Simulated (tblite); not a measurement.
Record of a relaxation.

Compound: C5H14SSi2.
Numbering: `[CH3:1][CH2:2]/[C:3](=[CH:4]\[SiH3:5])[SiH2:6][S:7][CH3:8]` (hydrogens: H9, H10, H11 on C1; H12, H13 on C2; H14 on C4; H15, H16, H17 on Si5; H18, H19 on Si6; H20, H21, H22 on C8)

Computed with GFN2-xTB (tblite), gas phase: L-BFGS steps from a force-field or distance-geometry start until the largest atomic force falls under 0.01 eV/Å. 8 of its 220 geometries are shown.

Step 0: E = -667.1646 eV, largest atomic force 1.849 eV/Å
```
atom  x, y, z in Å  |  force x, y, z in eV/Å
C1     -2.263   -1.656    0.338   -1.649  -0.825   0.136
C2     -1.796   -0.469   -0.477    0.729  -0.085  -0.695
C3     -0.376   -0.099   -0.144   -0.774   0.666   0.166
C4     -0.040    1.107    0.315    0.098  -0.414   0.026
Si5    -1.256    2.447    0.650    0.064   1.361  -0.039
Si6     0.923   -1.357   -0.425    0.814  -1.075  -0.899
S7      2.704   -0.945    0.711    0.227  -0.078   0.193
C8      3.707    0.205   -0.287    0.252   0.078  -1.230
H9     -3.322   -1.442    0.614    0.618  -0.388   0.004
H10    -1.720   -1.819    1.273    0.023   0.069  -0.388
H11    -2.302   -2.599   -0.268    0.309   0.766   0.674
H12    -2.483    0.383   -0.336    0.451  -0.482  -0.369
H13    -1.757   -0.794   -1.537   -0.371   0.468   0.341
H14     1.005    1.281    0.523    0.055   0.148   0.097
H15    -2.601    1.978    0.945   -0.127   0.117   0.159
H16    -0.720    3.259    1.754   -0.141  -0.087  -0.007
H17    -1.233    3.303   -0.566   -0.184  -0.140   0.218
H18     1.343   -1.397   -1.854   -0.037   0.099   0.329
H19     0.442   -2.698   -0.104    0.237   0.027   0.163
H20     4.790   -0.025   -0.160   -0.967   0.021  -0.044
H21     3.416    0.114   -1.369    0.387  -0.077   0.981
H22     3.527    1.241    0.002   -0.015  -0.170   0.184
```

Step 31: E = -667.5535 eV, largest atomic force 0.189 eV/Å
```
atom  x, y, z in Å  |  force x, y, z in eV/Å
C1     -2.269   -1.656    0.309   -0.021  -0.033   0.028
C2     -1.767   -0.514   -0.581    0.079   0.051   0.015
C3     -0.385   -0.100   -0.161    0.066   0.025  -0.007
C4     -0.117    1.095    0.372   -0.001  -0.029   0.061
Si5    -1.250    2.570    0.699    0.071  -0.061  -0.010
Si6     0.956   -1.402   -0.443    0.044  -0.035  -0.047
S7      2.770   -1.067    0.672   -0.121  -0.117   0.087
C8      3.638    0.163   -0.340    0.047   0.071  -0.070
H9     -3.349   -1.609    0.437    0.015   0.017  -0.032
H10    -1.802   -1.589    1.289   -0.097   0.003   0.035
H11    -2.024   -2.627   -0.115    0.033   0.031   0.004
H12    -2.432    0.347   -0.502   -0.045  -0.024  -0.028
H13    -1.748   -0.846   -1.622   -0.035   0.061   0.024
H14     0.908    1.270    0.691   -0.035  -0.021  -0.052
H15    -2.599    2.198    1.141    0.063  -0.001  -0.004
H16    -0.577    3.335    1.755   -0.085   0.026  -0.042
H17    -1.344    3.368   -0.533   -0.013  -0.025   0.056
H18     1.360   -1.372   -1.854   -0.011  -0.027   0.022
H19     0.564   -2.744   -0.029    0.047   0.038   0.005
H20     4.700    0.015   -0.184    0.042  -0.027   0.014
H21     3.392    0.023   -1.385    0.004  -0.001  -0.059
H22     3.364    1.161   -0.017   -0.047   0.078   0.002
```

Step 63: E = -667.6374 eV, largest atomic force 0.088 eV/Å
```
atom  x, y, z in Å  |  force x, y, z in eV/Å
C1     -2.358   -1.548    0.267   -0.005  -0.053  -0.011
C2     -1.714   -0.459   -0.589    0.002  -0.007   0.007
C3     -0.328   -0.141   -0.104   -0.004   0.021  -0.022
C4     -0.038    1.023    0.485   -0.018  -0.016   0.021
Si5    -1.197    2.481    0.786    0.046  -0.017   0.018
Si6     0.982   -1.465   -0.427    0.039   0.031   0.018
S7      2.831   -1.090    0.605    0.014   0.019   0.042
C8      3.594    0.199   -0.430    0.022   0.005  -0.024
H9     -3.331   -1.827   -0.134   -0.020   0.075   0.028
H10    -2.486   -1.201    1.292    0.014  -0.016  -0.085
H11    -1.737   -2.440    0.278   -0.004   0.007   0.030
H12    -2.336    0.438   -0.552    0.002   0.008  -0.036
H13    -1.667   -0.795   -1.629    0.016  -0.036   0.033
H14     0.981    1.163    0.835   -0.045  -0.002   0.005
H15    -2.455    2.074    1.413   -0.001  -0.023   0.043
H16    -0.485    3.408    1.667   -0.011   0.032   0.010
H17    -1.504    3.139   -0.488    0.014   0.005  -0.023
H18     1.320   -1.466   -1.853   -0.019  -0.032  -0.014
H19     0.648   -2.800    0.051   -0.011   0.006  -0.013
H20     4.646    0.235   -0.166   -0.007  -0.006   0.027
H21     3.489   -0.069   -1.476   -0.012   0.028  -0.023
H22     3.133    1.162   -0.231   -0.013  -0.029  -0.030
```

Step 94: E = -667.6728 eV, largest atomic force 0.067 eV/Å
```
atom  x, y, z in Å  |  force x, y, z in eV/Å
C1     -2.438   -1.369    0.200    0.014   0.032  -0.008
C2     -1.611   -0.468   -0.717    0.001   0.004   0.004
C3     -0.275   -0.184   -0.090    0.001  -0.049   0.021
C4     -0.045    0.915    0.634   -0.003  -0.002  -0.016
Si5    -1.210    2.364    0.925   -0.049   0.013  -0.044
Si6     1.044   -1.511   -0.353    0.010  -0.016  -0.005
S7      2.895   -0.984    0.609    0.000  -0.022  -0.024
C8      3.568    0.250   -0.552   -0.020  -0.032   0.000
H9     -3.393   -1.611   -0.260    0.009  -0.002  -0.009
H10    -2.626   -0.868    1.145    0.001   0.009   0.025
H11    -1.903   -2.294    0.403   -0.013  -0.019  -0.014
H12    -2.152    0.465   -0.886   -0.007  -0.010  -0.002
H13    -1.475   -0.970   -1.678    0.023   0.023   0.015
H14     0.930    1.002    1.105   -0.003   0.006  -0.011
H15    -2.373    1.968    1.726    0.019  -0.016   0.012
H16    -0.451    3.406    1.615    0.002   0.020   0.034
H17    -1.684    2.892   -0.361    0.011   0.006   0.010
H18     1.319   -1.620   -1.788    0.034  -0.016  -0.003
H19     0.739   -2.817    0.218   -0.014   0.041   0.013
H20     4.565    0.491   -0.199   -0.013   0.023  -0.007
H21     3.621   -0.178   -1.549   -0.008   0.008   0.019
H22     2.943    1.138   -0.549    0.005  -0.002  -0.012
```

Step 125: E = -667.6814 eV, largest atomic force 0.021 eV/Å
```
atom  x, y, z in Å  |  force x, y, z in eV/Å
C1     -2.432   -1.319    0.168    0.003   0.002  -0.012
C2     -1.563   -0.454   -0.742    0.016   0.003  -0.002
C3     -0.235   -0.181   -0.092    0.009  -0.003  -0.006
C4     -0.015    0.923    0.626    0.001  -0.002  -0.004
Si5    -1.222    2.333    0.953    0.007  -0.001   0.001
Si6     1.062   -1.539   -0.307   -0.013   0.001   0.003
S7      2.932   -0.994    0.602   -0.007  -0.001  -0.011
C8      3.522    0.252   -0.587    0.004   0.005   0.003
H9     -3.404   -1.493   -0.289    0.001  -0.008   0.002
H10    -2.582   -0.823    1.124    0.002  -0.015  -0.009
H11    -1.956   -2.280    0.347   -0.004   0.006   0.008
H12    -2.081    0.486   -0.944   -0.007   0.003   0.009
H13    -1.410   -0.973   -1.691   -0.010   0.001  -0.001
H14     0.958    1.025    1.098   -0.012  -0.014   0.009
H15    -2.356    1.855    1.749   -0.012   0.001  -0.002
H16    -0.505    3.372    1.692    0.009   0.011   0.007
H17    -1.720    2.896   -0.307    0.010   0.002  -0.002
H18     1.325   -1.748   -1.734    0.007  -0.003   0.015
H19     0.727   -2.789    0.360   -0.003   0.005   0.007
H20     4.483    0.600   -0.224    0.003   0.008   0.001
H21     3.640   -0.208   -1.564   -0.002  -0.001  -0.009
H22     2.821    1.078   -0.637   -0.002   0.001  -0.007
```

Step 156: E = -667.6911 eV, largest atomic force 0.051 eV/Å
```
atom  x, y, z in Å  |  force x, y, z in eV/Å
C1     -2.408   -1.362    0.046   -0.016  -0.015   0.019
C2     -1.518   -0.411   -0.751   -0.024   0.000   0.011
C3     -0.213   -0.190   -0.040   -0.007   0.018   0.010
C4      0.012    0.900    0.700   -0.005   0.017   0.011
Si5    -1.149    2.353    1.005   -0.013   0.025  -0.026
Si6     1.045   -1.595   -0.156    0.043  -0.004   0.027
S7      2.965   -0.940    0.556   -0.012  -0.014   0.010
C8      3.402    0.295   -0.708   -0.014   0.006  -0.018
H9     -3.353   -1.524   -0.468    0.013   0.015  -0.007
H10    -2.616   -0.944    1.028    0.010  -0.008  -0.005
H11    -1.919   -2.325    0.178    0.007   0.007  -0.006
H12    -2.036    0.542   -0.877    0.000  -0.009  -0.020
H13    -1.337   -0.841   -1.740    0.017   0.021   0.022
H14     0.970    0.973    1.205    0.002  -0.046   0.011
H15    -2.406    1.917    1.620    0.021  -0.019  -0.016
H16    -0.465    3.284    1.905   -0.005  -0.007  -0.012
H17    -1.444    3.030   -0.265   -0.001   0.005   0.008
H18     1.209   -2.035   -1.544   -0.006   0.015   0.004
H19     0.760   -2.710    0.737   -0.007  -0.008  -0.014
H20     4.276    0.825   -0.341    0.013  -0.016  -0.024
H21     3.634   -0.210   -1.641    0.020  -0.004   0.000
H22     2.581    0.990   -0.850   -0.033   0.021   0.014
```

Step 188: E = -667.6974 eV, largest atomic force 0.017 eV/Å
```
atom  x, y, z in Å  |  force x, y, z in eV/Å
C1     -2.373   -1.407   -0.023   -0.007  -0.007  -0.002
C2     -1.479   -0.387   -0.723    0.003   0.005   0.002
C3     -0.203   -0.193    0.043    0.007   0.008   0.004
C4      0.023    0.896    0.784    0.000   0.004   0.008
Si5    -1.106    2.390    1.002    0.003  -0.004  -0.008
Si6     1.042   -1.613   -0.051    0.000  -0.006   0.007
S7      2.983   -0.912    0.547    0.001  -0.006   0.005
C8      3.300    0.299   -0.776    0.001  -0.003  -0.002
H9     -3.305   -1.535   -0.570   -0.003  -0.002   0.000
H10    -2.606   -1.072    0.985    0.001   0.000  -0.006
H11    -1.875   -2.372    0.042    0.002   0.002  -0.007
H12    -2.013    0.562   -0.805   -0.003   0.009  -0.007
H13    -1.252   -0.740   -1.732   -0.009  -0.012   0.001
H14     0.962    0.941    1.327   -0.003  -0.005   0.000
H15    -2.434    1.984    1.472   -0.001  -0.004   0.007
H16    -0.486    3.279    1.984    0.001   0.001   0.003
H17    -1.242    3.094   -0.279   -0.003   0.006  -0.003
H18     1.155   -2.086   -1.434    0.001  -0.006  -0.001
H19     0.786   -2.708    0.875    0.009   0.014   0.002
H20     4.177    0.867   -0.484    0.003  -0.005   0.002
H21     3.494   -0.228   -1.705   -0.008   0.002  -0.009
H22     2.445    0.960   -0.882    0.004   0.010   0.003
```

Step 219: E = -667.7011 eV, largest atomic force 0.007 eV/Å
```
atom  x, y, z in Å  |  force x, y, z in eV/Å
C1     -2.349   -1.403   -0.102    0.002   0.001  -0.001
C2     -1.426   -0.368   -0.741   -0.002   0.000  -0.003
C3     -0.182   -0.193    0.081   -0.006   0.000   0.002
C4      0.021    0.887    0.842   -0.001   0.002  -0.004
Si5    -1.107    2.385    1.026    0.003   0.005   0.001
Si6     1.049   -1.627    0.045    0.000   0.001  -0.001
S7      3.022   -0.909    0.504   -0.003   0.002   0.003
C8      3.239    0.307   -0.834   -0.002  -0.002   0.001
H9     -3.259   -1.515   -0.687    0.000  -0.001  -0.002
H10    -2.619   -1.092    0.904    0.000   0.000   0.001
H11    -1.854   -2.370   -0.041    0.001  -0.001   0.000
H12    -1.955    0.583   -0.829    0.003  -0.001   0.002
H13    -1.158   -0.704   -1.746    0.001  -0.002   0.003
H14     0.937    0.917    1.424    0.000   0.002   0.001
H15    -2.440    1.978    1.479    0.000   0.002  -0.001
H16    -0.504    3.281    2.014    0.001  -0.002  -0.002
H17    -1.222    3.083   -0.260   -0.002   0.000   0.007
H18     1.096   -2.211   -1.298    0.004  -0.004  -0.003
H19     0.826   -2.634    1.073    0.000  -0.001  -0.001
H20     4.198    0.786   -0.672    0.003   0.001   0.000
H21     3.236   -0.203   -1.792    0.001  -0.006  -0.003
H22     2.441    1.043   -0.792   -0.004   0.005   0.001
```

Question: Summarise the path.

Answer: The energy falls by 12.37 kcal/mol from step 0 to step 219; nine tenths of that is first reached at step 71. It falls at every step. The largest force goes from 1.849 to 0.007 eV/Å. Among the bonds C3–Si6 changes most, from 1.831 to 1.891 Å; the atoms move by 0.798 Å rms after alignment.

Question: Follow the three bonds and two angles with the largest change from start to end.

Answer: 
```csv
step,E above end (kcal/mol),largest force (eV/Å),C3–Si6 (Å),C4–Si5 (Å),C8–H21 (Å),S7–Si6–H19 (°),Si6–S7–C8 (°)
0,12.37,1.849,1.831,1.841,1.124,109.4,106.7
10,4.64,0.155,1.891,1.882,1.084,104.2,104.3
19,4.01,0.081,1.895,1.890,1.085,101.2,103.4
29,3.54,0.116,1.890,1.888,1.085,102.6,102.9
38,2.91,0.090,1.886,1.886,1.086,102.8,102.0
48,2.02,0.102,1.889,1.889,1.084,101.7,101.8
57,1.63,0.103,1.893,1.886,1.085,101.8,101.9
67,1.37,0.091,1.891,1.884,1.085,101.8,101.7
76,1.07,0.061,1.890,1.884,1.085,102.5,101.6
86,0.83,0.085,1.892,1.885,1.086,103.1,102.1
95,0.64,0.079,1.889,1.883,1.086,102.8,101.4
105,0.54,0.051,1.890,1.884,1.086,103.1,100.6
114,0.49,0.032,1.890,1.885,1.086,103.4,100.5
124,0.45,0.020,1.890,1.885,1.086,103.0,100.3
133,0.41,0.040,1.890,1.887,1.086,102.4,100.7
143,0.35,0.046,1.891,1.885,1.085,102.7,100.8
152,0.27,0.046,1.892,1.886,1.086,102.1,100.9
162,0.16,0.034,1.891,1.885,1.086,102.2,101.2
171,0.13,0.027,1.891,1.884,1.086,102.5,100.7
181,0.10,0.026,1.891,1.885,1.086,103.0,99.9
190,0.08,0.022,1.891,1.885,1.086,103.1,99.8
200,0.06,0.022,1.892,1.885,1.086,102.7,99.8
209,0.01,0.029,1.891,1.884,1.086,102.7,100.0
219,0.00,0.007,1.891,1.885,1.086,102.7,100.1
```

What follows is the cost of the whole relaxation. Time: 2.4 s of wall time. Hardware: an Arm Neoverse V1 with one thread, shared host with 32 logical CPUs at a one-minute load of 11.
